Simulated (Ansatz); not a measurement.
Ansatz results at the PBE0-D4/def2-TZVP geometry: HOMO energy (PBE0/def2-TZVPP) -5.76 eV; LUMO energy (PBE/def2-TZVPP) -1.09 eV; size of the dipole moment (PBE/def2-TZVPP) 2.66 D.

Each molecule was computed in one conformer, which needn't be the lowest.

**Question.** Which molecule gave them?
A. `CCC(O)(O)F`
B. `NC#C[O][GeH3]`
C. `[SiH3][NH][AlH][SiH2]Cl`
D. `[SiH3]C1(S)CO1`

**Answer.** B. The others give `CCC(O)(O)F`: -8.78, -0.10, 1.95; `[SiH3]C1(S)CO1`: -7.22, -1.02, 1.88; `[SiH3][NH][AlH][SiH2]Cl`: -7.57, -2.50, 2.10.
